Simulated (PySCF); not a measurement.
Species: C6H6F3O (doublet state).
Geometry (PBE0-D3(BJ)/def2-SVP, Å), atoms numbered from 1 in this order:
```
atom  x, y, z in Å
F1    -1.7465   -0.2518    1.7049
C2    -2.0781    0.1767    0.4799
F3    -3.3506   -0.1752    0.2689
F4    -2.0256    1.5093    0.4971
C5    -1.1750   -0.4108   -0.5815
C6     0.2612   -0.0597   -0.4171
C7     1.0092    0.6816   -1.2478
O8     2.3014    0.8098   -0.8562
C9     2.4546    0.0628    0.2813
C10    1.1478   -0.5007    0.7222
H11   -1.3264   -1.5030   -0.5473
H12   -1.5530   -0.0565   -1.5513
H13    0.7480    1.1837   -2.1788
H14    3.3551    0.2617    0.8581
H15    0.8031   -0.1055    1.7009
H16    1.1597   -1.6045    0.8437
```

The hyperfine couplings belong to this conformer and change with its torsions.

Identity: `FC(F)(F)CC1=CO[CH]C1` [radical].

Method used: UKS B3LYP, IGLO-III on C F O, pcH-1 on H, non-relativistic, mean-field spin-orbit, GIAO (PySCF 2.14.0). One conformer (not necessarily the lowest) at the PBE0-D3(BJ)/def2-SVP geometry, without solvent, vibrations or thermal averaging. No stability test was run, so a lower SCF solution isn't excluded.

(1) Predict the first-order ENDOR lines of F1/F3/F4, H15/H16, H14 and H11/H12 under fast tumbling at B = 340.3 mT (X band).

(2) Which pairs are centred on the nuclear Larmor frequency, and which on half the coupling?

## Answers

(1) For S = 1/2 in fast tumbling each set of equivalent nuclei gives two lines, ν± = |νn ± a/2| to first order, with νn = g_N μN B/h and μN/h = 7.62259 MHz/T.

| nuclei | isotope | g_N | νn (MHz) | a_iso (MHz) | lower line (MHz) | upper line (MHz) |
| --- | --- | --- | --- | --- | --- | --- |
| F1/F3/F4 | 19F | 5.2577 | 13.64 | 3.06 | 12.11 | 15.17 |
| H15/H16 | 1H | 5.5857 | 14.49 | 152.71 | 61.86 | 90.84 |
| H14 | 1H | 5.5857 | 14.49 | -47.43 | 9.22 | 38.20 |
| H11/H12 | 1H | 5.5857 | 14.49 | 3.25 | 12.86 | 16.11 |

(2) Centred on νn, since |a| < 2νn: F1/F3/F4 and H11/H12. Centred on |a|/2 and split by 2νn: H15/H16 and H14.

Class means assume fast exchange of nuclei equivalent by connectivity; if that motion is slow, each nucleus keeps its own coupling. The three 19F nuclei of mean +3.1 MHz run from -0.1 to 7.9 MHz in the frozen geometry. The 1H value of +152.7 MHz is a mean of couplings from 144.9 to 160.5 MHz in this one geometry, not an average over conformers. The 1H value of +3.3 MHz is a mean of couplings from 0.3 to 6.2 MHz in this one geometry, not an average over conformers.
